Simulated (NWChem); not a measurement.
System: CH$_{5}$ClOSi$_{2}$; SMILES Cl[Si@H]1CO[SiH2]1

Excerpt of the output:

```
             Northwest Computational Chemistry Package (NWChem) 7.3.0
             --------------------------------------------------------

 C1  symmetry detected

                             Geometry "geometry" -> ""
                             -------------------------

 Output coordinates in angstroms (scale by  1.889725989 to convert to a.u.)

  No.       Tag          Charge          X              Y              Z
 ---- ---------------- ---------- -------------- -------------- --------------
    1 Cl                  17.0000     0.17385739     2.29688074    -0.29218722
    2 Si                  14.0000    -0.11901819     0.44309795     0.62444215
    3 C                    6.0000    -1.44791448    -0.71634841    -0.18301733
    4 O                    8.0000    -0.66620377    -1.93001805    -0.31092405
    5 Si                  14.0000     0.98166648    -1.50339513    -0.07605182
    6 H                    1.0000    -0.31793521     0.69662674     2.09467454
    7 H                    1.0000    -2.34963944    -0.91195216     0.43782968
    8 H                    1.0000    -1.79063303    -0.34557876    -1.17568757
    9 H                    1.0000     1.78294986    -1.44654276    -1.35108951
   10 H                    1.0000     1.65972312    -2.45713028     0.86948733

 Effective nuclear repulsion energy (a.u.)     346.2465377395

                                 NWChem DFT Module
                                 -----------------

 Summary of "ao basis" -> "ao basis" (spherical)
 ------------------------------------------------------------------------------
       Tag                 Description            Shells   Functions and Types
 ---------------- ------------------------------  ------  ---------------------
 Cl                          6-31g*                  8       18   4s3p1d
 Si                          6-31g*                  8       18   4s3p1d
 C                           6-31g*                  6       14   3s2p1d
 O                           6-31g*                  6       14   3s2p1d
 H                           6-31g*                  2        2   2s

            General Information
            -------------------
          SCF calculation type: DFT
          Wavefunction type:  closed shell.
          No. of atoms     :    10
          No. of electrons :    64
           Alpha electrons :    32
            Beta electrons :    32
          Charge           :     0
          Spin multiplicity:     1
          Use of symmetry is: off; symmetry adaption is: off
          Maximum number of iterations: 150
          AO basis - number of functions:    92
                     number of shells:    46
          Convergence on energy requested:  1.00D-06
          Convergence on density requested:  1.00D-05
          Convergence on gradient requested:  5.00D-04

              XC Information
              --------------
                        M06-L Method XC Functional
                         M06-L Exchange Functional  1.000
                       M06-L Correlation Potential  1.000

             Grid Information
             ----------------
          Grid used for XC integration:  medium
          Radial quadrature: Mura-Knowles
          Angular quadrature: Lebedev.
          Tag              B.-S. Rad. Rad. Pts. Rad. Cut. Ang. Pts.
          ---              ---------- --------- --------- ---------
          Cl                  1.00       88          12.0       590
          Si                  1.10       88          10.0       590
          C                   0.70       49          10.0       434
          O                   0.60       49          11.0       434
          H                   0.35       45          12.0       434
          Grid pruning is: on
          Number of quadrature shells:   587
          Spatial weights used:  Erf1

      Superposition of Atomic Density Guess
      -------------------------------------

 Sum of atomic energies:       -1151.99096684

      Non-variational initial energy
      ------------------------------

 Total energy =   -1153.766838
 1-e energy   =   -2282.473685
 2-e energy   =     782.460309
 HOMO         =      -0.271179
 LUMO         =       0.013558

     ---------------------------------------------
      Total Density - Mulliken Population Analysis
     ---------------------------------------------

    Atom       Charge   Shell Charges
 -----------   ------   -------------------------------------------------------
    1 Cl  17    17.42   2.00  2.00  5.98  1.38  3.71  0.57  1.78  0.01
    2 Si  14    13.35   2.00  2.00  5.97  0.98  1.49  0.31  0.46  0.13
    3 C    6     6.24   2.00  0.70  1.78  0.66  1.07  0.05
    4 O    8     8.90   2.00  0.93  3.07  0.93  1.95  0.02
    5 Si  14    13.33   2.00  2.00  5.97  0.97  1.48  0.31  0.46  0.14
    6 H    1     1.04   0.46  0.58
    7 H    1     0.79   0.47  0.32
    8 H    1     0.79   0.47  0.32
    9 H    1     1.07   0.47  0.61
   10 H    1     1.06   0.46  0.60

   convergence    iter        energy       DeltaE   RMS-Dens  Diis-err
 ---------------- ----- ----------------- --------- --------- ---------
 d= 0,ls=0.0,diis     1  -1155.4055349804 -1.50D+03  2.02D-02  5.82D-01
 d= 0,ls=0.0,diis     2  -1155.2139975004  1.92D-01  1.42D-02  2.43D+00
 d= 0,ls=0.0,diis     3  -1155.4828049033 -2.69D-01  3.59D-03  5.59D-02
 d= 0,ls=0.0,diis     4  -1155.4858866184 -3.08D-03  1.75D-03  1.91D-02
 d= 0,ls=0.0,diis     5  -1155.4844505888  1.44D-03  5.83D-04  1.26D-03
  Resetting Diis
 d= 0,ls=0.0,diis     6  -1155.4847335436 -2.83D-04  5.55D-04  2.38D-04
 d= 0,ls=0.0,diis     7  -1155.4848047704 -7.12D-05  2.21D-04  9.37D-05
 d= 0,ls=0.0,diis     8  -1155.4847928863  1.19D-05  1.31D-04  1.91D-04
 d= 0,ls=0.0,diis     9  -1155.4848196533 -2.68D-05  2.58D-05  3.89D-06
 d= 0,ls=0.0,diis    10  -1155.4848200132 -3.60D-07  9.45D-06  1.17D-06

[...]
```

Level: M06-L/6-31G* (spherical d). All runs use the structure optimised with PBE-D3(BJ)/def2-SVP.

### Question
Reconstruct the input file.

### Answer
One answer among several that fit: the input that was run:
```
start job
memory heap 200 mb stack 900 mb global 1100 mb
geometry units angstroms noautoz
  Cl     0.229579     2.280786    -0.326654
  Si    -0.096854     0.456102     0.635877
  C     -1.489600    -0.671736    -0.106088
  O     -0.754180    -1.914013    -0.233881
  Si     0.913931    -1.540412    -0.059306
  H     -0.239946     0.744378     2.106200
  H     -2.377171    -0.824061     0.546472
  H     -1.851025    -0.308303    -1.094829
  H      1.675543    -1.535724    -1.359665
  H      1.588960    -2.498886     0.883604
end
basis spherical
  * library 6-31g*
end
dft
  xc m06-l
  iterations 150
  mulliken
end
task dft energy
```
